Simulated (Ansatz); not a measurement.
Reaction (ligand exchange at the Si–C bond): `C[SiH](F)CS` + CH₃OH → `CO[SiH](C)F` + CH₃SH

Gas-phase electronic energies from Ansatz, PBE0-D4/def2-TZVP geometries. CBS: MP2 limit from def2 TZ/QZ plus the TZ coupled-cluster correction, frozen cores. This one scheme is used for every species. Each species was taken in one conformer, which may not be the lowest.

```tsv
level	ΔE (kJ/mol)
SCS-MP2/def2-TZVPP	-118.8
CCSD(T)/def2-TZVPP	-114.7
```

(1) What does CCSD(T)/CBS give? (An estimate is asked.)

Largest T1 diagnostic among the species: 0.011.

Answers

(1) Computed: -112.9 kJ/mol. The listed levels differ from it by -5.9, -1.8 kJ/mol.

In def2-TZVPP, CCSD(T) changes the Hartree–Fock value by +20.2 kJ/mol (the triples alone add +2.8 kJ/mol) and MP2 by +20.0 kJ/mol. The D4 term adds +5.6 kJ/mol with B3LYP and +3.1 kJ/mol with PBE0; it sums over pairs of atoms, weighted by their polarisabilities, and B3LYP, whose exchange is more repulsive, gets the larger term.

B3LYP here is the variant with VWN-RPA as its local correlation; programs differ in this.
